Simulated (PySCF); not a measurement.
Species: C₂H₁₃Ge₂NSi.
Z-matrix (Å and degrees, PBE0-D3(BJ)/def2-SVP geometry), rows numbered from 1:
```
C 
N   1  1.4403
C   2  1.4402  1  113.68
Ge  2  1.8429  1  117.88  3  -143.83
Ge  4  2.4423  2  113.34  1    71.41
Si  5  2.3824  4  111.92  2   170.72
H   1  1.1056  2  110.23  3   -58.54
H   1  1.1121  2  113.85  3    61.62
H   1  1.1012  2  110.72  3  -176.98
H   3  1.1057  2  110.22  1    58.43
H   3  1.1012  2  110.71  1   176.85
H   3  1.1119  2  113.84  1   -61.77
H   4  1.5417  2  106.46  1  -167.95
H   4  1.5416  2  106.66  1   -49.38
H   5  1.5446  4  109.34  2    49.87
H   5  1.5442  4  109.81  2   -67.58
H   6  1.4958  5  109.74  4    59.74
H   6  1.4953  5  111.71  4  -179.71
H   6  1.4957  5  109.55  4   -59.20
```

Computed, not measured: PBE0-D3(BJ)/def2-SVP geometry optimisation, gas phase in PySCF 2.14.0.

Take the most abundant isotopes and a rigid rotor. The values belong to one conformer with, in the numbering `[CH3:1][N:2]([CH3:3])[GeH2:4][GeH2:5][SiH3:6]`, C1–N2–Ge4–Ge5 71°, N2–Ge4–Ge5–Si6 171°.

**Question.** Give the principal moments of inertia and the rotational constants in MHz.

**Answer.** Ia = 188.29, Ib = 854.27, Ic = 920.59 u·Å²; 505379 MHz·u·Å²/I gives A = 2684, B = 591.6, C = 549.0 MHz.

**Question.** Classify the top.

**Answer.** A near-prolate asymmetric top. Ray's parameter κ = (2B − A − C)/(A − C) = -0.960; −1 is the prolate and +1 the oblate limit.

**Question.** Is it planar, by Δ = Ic − Ia − Ib?

**Answer.** Not planar: Δ = Ic − Ia − Ib = -121.97 u·Å². For a rigid frame Δ = −2 Σ m c², so Σ m c² = 60.98 u·Å² lies off the ab plane: 24.86 from hydrogen and 36.13 from heavier atoms. The atom farthest from that plane is 2.17 Å away.

**Question.** Give the other two planar moments, Paa and Pbb, and the rms extents of the mass along the axes.

**Answer.** Paa = Σ m a² = (Ib + Ic − Ia)/2 = 793.28 and Pbb = Σ m b² = (Ia + Ic − Ib)/2 = 127.30 u·Å². With the mass M = 226.92 u, the rms extents √(P/M) along a, b and c are 1.87, 0.75, 0.52 Å.

**Question.** Where do the levels up to J = 5 lie, in cm⁻¹?

**Answer.** Above 0(0,0):
J = 1: 1(0,1) 0.0380, 1(1,1) 0.1078, 1(1,0) 0.1093
J = 2: 2(0,2) 0.1141, 2(1,2) 0.1825, 2(1,1) 0.1868, 2(2,1) 0.3962, 2(2,0) 0.3962
J = 3: 3(0,3) 0.2282, 3(1,3) 0.2945, 3(1,2) 0.3030, 3(2,2) 0.5103, 3(2,1) 0.5104, 3(3,1) 0.8629, 3(3,0) 0.8629
J = 4: 4(0,4) 0.3801, 4(1,4) 0.4438, 4(1,3) 0.4580, 4(2,3) 0.6625, 4(2,2) 0.6628, 4(3,2) 1.0151, 4(3,1) 1.0151, 4(4,1) 1.5086, 4(4,0) 1.5086
J = 5: 5(0,5) 0.5699, 5(1,5) 0.6304, 5(1,4) 0.6517, 5(2,4) 0.8527, 5(2,3) 0.8534, 5(3,3) 1.2054, 5(3,2) 1.2054, 5(4,2) 1.6989, 5(4,1) 1.6989, 5(5,1) 2.3334, 5(5,0) 2.3334
Those of J = 1 are B + C, A + C and A + B.

**Question.** Which types of transition are allowed, and where do some lines up to J = 3 fall?

**Answer.** The dipole components are |μa| = 0.60 D, |μb| = 0.40 D, |μc| = 0.03 D. The squared components, which scale the intensities, stand as 1.00 : 0.45 : 0.00 (a : b : c). Some lines, for components of 0.1 D or more:

```tsv
type	branch	J(Ka,Kc)	MHz	lower level (cm⁻¹)
a	R	1(0,1) ← 0(0,0)	1141	0.000
b	R	3(0,3) ← 2(1,2)	1369	0.183
b	Q	2(1,1) ← 2(0,2)	2178	0.114
b	Q	3(1,2) ← 3(0,3)	2244	0.228
a	R	2(0,2) ← 1(0,1)	2280	0.038
a	R	2(1,1) ← 1(1,0)	2324	0.109
b	R	1(1,1) ← 0(0,0)	3233	0.000
a	R	3(1,3) ← 2(1,2)	3357	0.183
a	R	3(0,3) ← 2(0,2)	3419	0.114
a	R	3(2,1) ← 2(2,0)	3424	0.396
b	R	2(1,2) ← 1(0,1)	4331	0.038
b	R	3(1,3) ← 2(0,2)	5408	0.114
b	Q	3(2,1) ← 3(1,2)	6217	0.303
b	Q	2(2,0) ← 2(1,1)	6278	0.187
b	Q	2(2,1) ← 2(1,2)	6405	0.183
b	Q	3(2,2) ← 3(1,3)	6470	0.295
b	R	2(2,1) ← 1(1,0)	8601	0.109
b	R	2(2,0) ← 1(1,1)	8645	0.108
b	R	3(2,2) ← 2(1,1)	9699	0.187
b	R	3(2,1) ← 2(1,2)	9830	0.183
b	Q	3(3,0) ← 3(2,1)	10566	0.510
b	Q	3(3,1) ← 3(2,2)	10569	0.510
b	R	3(3,0) ← 2(2,1)	13991	0.396
```

**Question.** Estimate the classical rotational partition function at 25 K, 100 K and 298.15 K.

**Answer.** Point group C1, symmetry number σ = 1; q = (√π/σ)·√((kT/h)³/(ABC)), k/h = 20836.6 MHz/K: 22600 at 25 K, 181000 at 100 K, 930000 at 298.15 K.

Stationary, but not proved a minimum. No vibrational averaging or centrifugal distortion is included, and the geometry carries the error of its method. A rigid rotor knows nothing of internal rotation, which can split or shift real lines. Quadrupole hyperfine structure (14N) is left out.

On one thread of an Arm Neoverse V2, shared host, this took 6.2 min and 0.93 GiB of memory at its peak. That covers the optimisation of the geometry.
